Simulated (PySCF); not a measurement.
# Excitation energy of Ho⁺ by level of theory

Ho⁺ [Xe] 4f11 6s1 (high-spin determinant) → Ho⁺ [Xe] 4f10 6s2 (high-spin determinant), as a difference of total energies. Calculation: PySCF 2.14, in cc-pVDZ-X2C (8s7p5d3f1g, 84 functions); scalar relativity by spin-free X2C-1e. Correlated levels: valence: [Kr] 4d10 frozen; valence and next inner shell: [Ar] 3d10 frozen. The calculations carry no spin-orbit coupling.

```csv
method,excitation energy (eV)
UHF,-1.439
LDA,2.581
PBE,2.392
PBE0,1.558
r2SCAN,2.065
TPSSh,1.882
MN15,2.243
r2SCANh,1.761
MP2 (valence),1.435
SCS-MP2 (valence),1.007
MP2 (valence and next inner shell),1.732
SCS-MP2 (valence and next inner shell),1.224
```

Problem. How much does correlation contribute at MP2 (valence and next inner shell)?

Solution. 1.732 − (-1.439) = 3.171 eV, measured against UHF.

A first-order spin-orbit estimate (lowest level to lowest level, LS coupling) adds -0.058 eV.

The determinant of the upper state and of the lower state mixes LS terms, which raises its energy above the lowest term, most at the Hartree-Fock and MP2 levels.
